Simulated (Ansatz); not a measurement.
`NCB[TeH]` and `CCBCN` differ in one atom or group.

Ansatz, PBE0-D4/def2-TZVP geometries, multiplicity 1. Each molecule was computed in one conformer, which needn't be the lowest.

Elements past krypton have def2 core potentials.  Spin–orbit coupling is left out; it splits and shifts lone-pair levels of the heavy atoms by tenths of an eV.

| property | `NCB[TeH]` |
| --- | --- |
| LUMO energy (PBE0/def2-TZVPP) / eV | -1.28 |
| HOMO energy (PBE0/def2-TZVPP) / eV | -6.70 |
| HOMO–LUMO gap (PBE/def2-TZVPP) / eV | 3.16 |
| LUMO energy (B3LYP/def2-TZVPP) / eV | -1.46 |
| HOMO–LUMO gap (B3LYP/def2-TZVPP) / eV | 5.02 |
| size of the dipole moment (PBE/def2-TZVPP) / D | 1.48 |

Q: What does the change do to each property? (Estimate.)

A: The calculation gave: 
| property | `CCBCN` | shift |
| --- | --- | --- |
| LUMO energy (PBE0/def2-TZVPP) / eV | -0.64 | 0.64 |
| HOMO energy (PBE0/def2-TZVPP) / eV | -6.69 | 0.01 |
| HOMO–LUMO gap (PBE/def2-TZVPP) / eV | 3.56 | 0.40 |
| LUMO energy (B3LYP/def2-TZVPP) / eV | -0.88 | 0.58 |
| HOMO–LUMO gap (B3LYP/def2-TZVPP) / eV | 5.58 | 0.56 |
| size of the dipole moment (PBE/def2-TZVPP) / D | 1.33 | -0.15 |

Dipoles are sizes alone; their direction can turn.

B3LYP here is the variant with VWN-RPA as its local correlation; programs differ in this.
